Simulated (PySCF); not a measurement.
**SbI₃: one-bond stretch**

All numbers come from PBE0 in PySCF with Sb def2-SVP with ECP28, I def2-SVP with ECP28; scalar-relativistic core potentials, no spin–orbit coupling; density-fitted integrals.

Rigid scan from the singlet minimum (Sb–I 2.736 Å (×3); I–Sb–I 99.9° (×3)). Coordinate: the bond from Sb to the last atom (I) scaled, the rest fixed. Energies in kJ/mol from the minimum.

(1) Predict the curve at 0.92, 0.96, 1.00, 1.05, 1.12, 1.20, 1.35, 1.55, 1.80, 2.20.

## Answers

(1) 
```
scale of one bond  E (kJ/mol)  dipole size (D)
             0.92        27.6             1.88
             0.96         6.0             1.71
             1.00         0.0             1.76
             1.05         6.8             2.06
             1.12        30.9             2.72
             1.20        67.2             3.55
             1.35       135.4             4.92
             1.55       205.3                –
             1.80       258.3                –
             2.20       295.7                –
```

At long bonds a restricted determinant can lie too high, and another spin state can fall below this curve.

Other isomers or separated fragments may lie lower.

The scan took 28 s on 2 threads of a shared Arm Neoverse V1 host; the process peaked at 1.1 GiB.
